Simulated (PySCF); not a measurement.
## Spin states and ions at one geometry of [ReOF6]−

PySCF 2.14.0, RKS TPSS, Re def2-SVP with ECP60, O def2-SVP, F def2-SVP; non-relativistic Hamiltonian with scalar-relativistic core potentials where named; density fitting; no spin-orbit coupling; singlets restricted, open shells unrestricted. The geometry is relaxed for charge -1, singlet, vacuum:

```xyz
8

Re    0.0000    0.0000    0.1004
O     0.0000    0.0000    1.8172
F     0.0000    0.0000   -1.8260
F     1.9207    0.0000   -0.0191
F     0.5935    1.8267   -0.0191
F    -1.5539    1.1289   -0.0191
F    -1.5539   -1.1290   -0.0191
F     0.5935   -1.8267   -0.0191
```

Energies count from the relaxed state; an electron taken off or put on is at rest in vacuum. Charges and spins are Mulliken's.

```
                     state  energy (eV)  spin squared  charge on Re1 (e)  spin on Re1 (e)  dipole about the centre of mass (D)
charge -1, singlet, vacuum         0.00          0.00               1.31             0.00                                 0.88
 charge 0, doublet, vacuum         6.32          0.75               1.46            -0.06                                 1.05
```

Problem. What does the state charge -1, triplet, vacuum give?

Solution. energy (eV) 3.54, spin squared 2.00, charge on Re1 (e) 1.20, spin on Re1 (e) 0.68, dipole about the centre of mass (D) 0.89.

With an electron taken off (doublet) the charges change, summed by element, by Re +0.14 e, O +0.11 e, F +0.74 e. The vertical ionisation energy is 6.32 eV, against −ε(HOMO) = 3.03 eV of the relaxed state. The level lies 3.3 eV too high, as is usual for semilocal functionals and global hybrids, which keep a self-interaction error.

Open shells may have lower solutions than those found. Hard to converge, so the more doubtful: charge -1, triplet, vacuum.

No frequency check is given that shows the relaxed geometry to be a minimum.
